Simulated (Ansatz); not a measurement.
Gas-phase electronic energies from Ansatz, PBE0-D4/def2-TZVP geometries. CCSD(T)/CBS adds triple-zeta CCSD(T) − MP2 to the extrapolated MP2 energy (def2 sets, frozen cores). This one scheme is used for every species. DFT in def2-TZVPP. B3LYP here is the variant with VWN-RPA as its local correlation; programs differ in this. For Ge outer-core shells are correlated without core-valence functions, which leaves a few kJ/mol of doubt a bond. Scalar relativity is left out up to krypton. Each species was taken in one conformer, which may not be the lowest.

Consider the cleavage of the Ge–Ge bond: `[OH][GeH]([OH])[GeH3]` + `[CH3][AlH][SH]` → `[CH3][AlH][S][GeH3]` + `[OH][GeH2][OH]`.

`[OH][GeH]([OH])[GeH3]`:

Cartesian coordinates in Å:
```
O -1.144 -1.259 -1.060
Ge 0.277 -0.630 -0.179
O 0.285 -1.398 1.424
Ge 0.002 1.734 0.253
H -0.899 -1.748 -1.849
H 1.530 -1.062 -0.984
H 0.114 -2.342 1.378
H 1.141 2.235 1.152
H 0.040 2.500 -1.078
H -1.347 1.970 0.943
```

`[CH3][AlH][SH]`:

Cartesian coordinates in Å:
```
C 0.059 0.782 -1.121
Al 0.266 -0.163 0.565
S -1.222 -1.679 1.092
H -0.041 1.859 -0.952
H -0.816 0.447 -1.683
H 0.941 0.644 -1.754
H 1.444 0.090 1.594
H -0.632 -1.981 2.260
```

`[CH3][AlH][S][GeH3]`:

Cartesian coordinates in Å:
```
C 0.512 1.394 -0.864
Al -1.198 1.135 0.033
S -1.658 -0.726 1.080
Ge 0.216 -1.878 0.751
H 0.567 2.374 -1.343
H 1.347 1.317 -0.161
H 0.678 0.634 -1.635
H -2.354 2.214 0.075
H 1.419 -1.135 1.354
H 0.018 -3.223 1.462
H 0.453 -2.106 -0.751
```

`[OH][GeH2][OH]`:

```xyz
7

O     0.253    1.530    0.196
Ge    0.327   -0.242    0.286
O    -1.290   -0.949    0.118
H     0.368    1.870   -0.693
H     1.240   -0.754   -0.847
H     0.761   -0.589    1.706
H    -1.657   -0.866   -0.765
```

```
             level  ΔE (kJ/mol)  difference from CCSD(T)/CBS
            PBE-D4        -14.1                          7.7
         r2SCAN-D4        -19.4                          2.4
           PBE0-D4        -18.6                          3.2
          B3LYP-D4        -17.1                          4.7
           ωB97X-V        -21.3                          0.5
           ωB97M-V        -20.5                          1.3
            r2SCAN        -18.7                          3.1
              PBE0        -16.1                          5.7
     HF/def2-TZVPP        -28.7                         -6.9
    MP2/def2-TZVPP        -27.7                         -5.9
SCS-MP2/def2-TZVPP        -27.5                         -5.7
CCSD(T)/def2-TZVPP        -22.0                         -0.2
     HF/def2-QZVPP        -28.8                         -7.0
      HF/CBS(def2)        -28.8                         -7.0
     MP2/CBS(def2)        -27.6                         -5.8
    CCSD/CBS(def2)        -20.6                          1.2
       CCSD(T)/CBS        -21.8                            0
```

Largest T1 diagnostic among the species: 0.012.

The D4 term adds −4.7 kJ/mol with B3LYP and −2.5 kJ/mol with PBE0; it sums over pairs of atoms, weighted by their polarisabilities, and B3LYP, whose exchange is more repulsive, gets the larger term. From PBE to PBE0 (25 % exact exchange), in def2-TZVPP and without D4, ΔE moves by −4.9 kJ/mol.
